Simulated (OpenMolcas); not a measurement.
**Worked example: vertical energy of the triplet above the singlet of BBr2Cl (dibromo(chloro)borane)**

BBr2Cl: 4 atoms, total charge 0, spin state singlet. As SMILES, `ClB(Br)Br`. The coordinates come from a PBE0-D4/def2-TZVP relaxation.

Both states at this one shape; open shells run unrestricted unless said. 1 Eh = 27.2114 eV.

```tsv
level	program	singlet BBr2Cl (Eh)	triplet BBr2Cl (Eh)
SVWN5/6-31G* (spherical functions)	OpenMolcas	-5623.987473	-5623.819434
PBE/6-31G* (spherical functions)	OpenMolcas	-5631.835836	-5631.671749
```

Task: Work out the vertical gap, second state less first, at each level.

Result: 
1. SVWN5/6-31G* (spherical functions): -5623.819434 − (-5623.987473) = 0.168039 Eh = 4.57 eV.
2. PBE/6-31G* (spherical functions): -5631.671749 − (-5631.835836) = 0.164087 Eh = 4.47 eV.

No measured value is set beside it here; the levels span 4.47 to 4.57 eV. Spin-orbit coupling, which splits open shells on such heavy atoms by tenths of an eV, is left out. All-electron rows are non-relativistic unless named.
